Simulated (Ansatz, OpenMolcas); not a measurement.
## Exact exchange and the HOMO–LUMO gap of Si4H10

Si4H10: 14 atoms, total charge 0, spin state singlet. As SMILES, `[SiH3][SiH]([SiH3])[SiH3]`. The shape is that of a PBE0-D4/def2-TZVP optimisation.

The HOMO–LUMO gap y, in eV, basis 6-31G(d); a is the functional's share of exact exchange. Programs: Ansatz 0.2.0, OpenMolcas 26.06.

```
functional     program     a  y (eV)
      TPSS  OpenMolcas     0    6.49
      BLYP      Ansatz     0    6.17
     B3LYP      Ansatz   0.2    7.66
   r2SCAN0      Ansatz  0.25    8.35
      PBE0      Ansatz  0.25       ?
     BHLYP      Ansatz   0.5    9.90
```

Fit y = c + s·a to the known rows and predict PBE0.


1. Means of the 5 rows: a = 0.1900, y = 7.714.
2. Σ(Δa)² = 0.172, Σ(Δa·Δy) = 1.2412, so the slope is 1.2412/0.172 = 7.2163.
3. Intercept: 7.714 − (7.2163) × 0.1900 = 6.343. The largest residual of the fit is 0.20.
4. PBE0: 6.343 + (7.2163) × 0.25 = 8.15 eV.

The run gave 8.02 eV, so the prediction is off by +0.13 eV, within the largest residual. Exact exchange lowers occupied levels and raises empty ones. The rows mix families of semi-local functionals, which the line can't see.
